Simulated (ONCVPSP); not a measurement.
## What one change does to a pseudopotential (Ga, ONCV)

```
Element                 : gallium (Ga)
Generator               : ONCVPSP 4.0.1
Type                    : optimised norm-conserving Vanderbilt (ONCV)
Functional              : PBE
Relativity              : scalar-relativistic
Frozen core             : [Ar] 3d10
Valence charge          : 3
Reference configuration : 4s1 (charge +2)
Partial waves           : 4s: rc 1.80 bohr, ncon 4, nbas 7, qcut 4 1/bohr, 3 projectors, debl 1.3 Ha; p scattering state at 0.15 Ha: rc 1.70 bohr, ncon 4, nbas 8, qcut 4.4 1/bohr, 2 projectors, debl 3.2 Ha
Local potential         : polynomial inside 1.15 bohr (lpopt 5, dvloc0 0 Ha)
Core correction         : Teter function, fcfact 1.75, rcfact 1.4
```

In the p channel the program set the typed energies aside and used 0.050, 3.250 Ha.

All-electron outer shells of the reference configuration (PBE, scalar-relativistic, ld1.x):

| shell | level (eV) | outermost node (bohr) | outermost maximum (bohr) |
| --- | --- | --- | --- |
| 3d | -39.36 | – | 0.53 |
| 4s | -26.07 | 0.80 | 1.78 |

Change: local potential polynomial inside 1.15 bohr (lpopt 5, dvloc0 3 Ha).

Cutoffs: the cutoffs (Ha) at which the residual kinetic energy of the hardest occupied pseudo-wave falls to 1 and 0.1 mHa per electron; they do not see the model core or the augmentation charge, which bear on the density cutoff. Errors are all-electron minus pseudo energies relative to the spin-unpolarised reference configuration.

Question: How do hardness, ghosts and transferability respond?

Answer: The potential gets neither clearly harder nor softer (7.9 Ha and 27 Ha → 7.9 Ha and 27 Ha); both files keep a bound ghost (s); the errors of the 4 common tests hardly move.

```tsv
quantity	base	changed
cutoff, loose	7.9 Ha	7.9 Ha
cutoff, tight	27 Ha	27 Ha
bound ghosts	s	s
GHOST(+) flags under 300 eV	p at 171.7 eV	p at 185.9 eV
error for 4s2 4p1, meV [ΔE -26.82 eV]	+97	+96
error for 4s2, meV [ΔE -21.13 eV]	+47	+47
error for 4s2 4p0.5, meV [ΔE -24.79 eV]	+76	+75
error for 4s1 4p1, meV [ΔE -13.76 eV]	+78	+77
s: phases at 1.82 bohr within 0.05 rad from the reference energy up to (Ha; the scan ends near 5)	4.5	to the end of the scan
p: phases at 1.73 bohr within 0.05 rad from the reference energy up to (Ha; the scan ends near 5)	4.9	to the end of the scan
rms error of d²Exc/dni dnj with the model core, mHa	28.79	28.79
```

 A true bound ghost makes a file unfit for plane-wave use even where its test errors are small: the radial tests pick states by their node count and pass the ghost by.
